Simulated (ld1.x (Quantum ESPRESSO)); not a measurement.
tin (Sn), TM: configuration errors across variants

tin, norm-conserving Troullier–Martins (Kleinman–Bylander form), made with ld1.x (Quantum ESPRESSO) 7.5 (LDA (PZ), scalar-relativistic). Core [Kr] 4d10, reference 5s2 5p2. Waves: 5p (bound): rc 1.95 bohr; 5s (bound): rc 1.95 bohr. Local part: the s channel. Core correction: Bessel-smoothed model core, default radius (core density twice the valence density).

All-electron excitation energies from the reference (eV): (1) 5s2 5p1 7.098; (2) 5s2 5p0 21.362; (3) 5s1 5p0 52.813; (4) 5s2 5p1.5 2.716; (5) 5s2 5p2.3 -0.899; (6) 5s1 5p3 7.075; (7) 5s0 5p4 14.400; (8) 5s2 5p2 spin -0.475; (9) 5s2 5p1 spin 6.945.

Spin tests fill each open shell by Hund’s rule, majority spin first.

The default core radius of the base comes out at 1.76 bohr.

3 further variants failed, have other tests or another functional or relativity, and are left out.

A true bound ghost makes a file unfit for plane-wave use even where its test errors are small: the radial tests pick states by their node count and pass the ghost by.

Errors AE − PS in meV (a dash: test not solved or not reliable):

```csv
change,(1),(2),(3),(4),(5),(6),(7),(8),(9),bound ghosts
base,-8.5,-64,-340,-1.7,+0.1,-12,-46,-3.2,-10,none
wave 5s (bound): rc 1.95 bohr becomes 5s (bound): rc 2.98 bohr,-3.5,-29,-335,-0.8,+0.3,-38,-167,-0.8,-4.2,none
"all radii but the core radius scaled by about 0.84 (s 1.64, p 1.64 bohr)",-9.0,-67,-356,-1.8,+0.1,-11,-45,-3.9,-11,p
wave 5p (bound): rc 1.95 bohr becomes 5p (bound): rc 2.12 bohr,-8.5,-62,-333,-1.7,+0.1,-14,-53,-2.1,-9.8,none
core correction Bessel-smoothed model core inside 1.44 bohr,-8.4,-64,-341,-1.7,+0.1,-12,-47,-3.4,-10,none
local potential the p channel,-11,-88,-402,-2.1,+0.1,-13,-43,-3.9,-14,s
wave 5p (bound): rc 1.95 bohr becomes 5p (bound): rc 2.72 bohr,-8.8,-66,-345,-1.8,+0.1,-12,-45,-3.6,-11,none
"all radii but the core radius scaled by about 1.42 (s 2.76, p 2.76 bohr)",-6.0,-46,-339,-1.3,+0.2,-28,-118,-2.3,-7.3,none
```

(1) Give the same row for: wave 5p (bound): rc 1.95 bohr becomes 5p (bound): rc 2.78 bohr.

## Answers

(1) -8.8, -66, -345, -1.8, +0.1, -12, -45, -3.6, -11; bound ghosts: none.
